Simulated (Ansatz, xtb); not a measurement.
**Ranking isomers of C3H11FGeSi**

3 gas-phase structures of C3H11FGeSi, from a drawn sample of its isomers (lower ones may exist). Each was relaxed with GFN2-xTB; where two conformers were screened, the lower at r2SCAN-D4/def2-SVP is listed:

A. `CCC[SiH2][GeH2][F]`, a singlet
B. `C[C@@H]([SiH3])[Ge@H]([CH3])[F]`, a singlet
C. `C[CH2][Ge@H]([F])[CH2][SiH3]`, a singlet

Q: Which do you expect lowest at r2SCAN-D4/def2-SVP, and how would the others follow?

A: Calculated order at r2SCAN-D4/def2-SVP: C (0.000), B (0.039), A (0.228) eV. Less than 1 kcal/mol parts C and B, so the order within that pair means little.

Energies above the lowest of each column, in eV; the last columns are at PBE0-D3(BJ)/def2-SVP geometries:

```tsv
structure	GFN2-xTB	HF/STO-3G	r2SCAN-D4/def2-SVP	PBE0-D3(BJ)/def2-SVP	CCSD(T)/def2-SVP + ΔMP2/def2-TZVPP
C	0.521	0.000	0.000	0.000	0.000
B	0.537	0.086	0.039	0.046	0.045
A	0.000	0.120	0.228	0.145	0.369
```

CCSD(T)/def2-SVP + ΔMP2/def2-TZVPP puts C lowest; GFN2-xTB picks A. Flexible structures stand in one conformer each, not always the lowest. The ΔMP2 step shifts differences by up to 0.156 eV, which makes them less sure. ΔMP2 is the change of the MP2 energy from the smaller to the larger basis.

Programs: Ansatz 0.2.0, xtb 6.7.1.
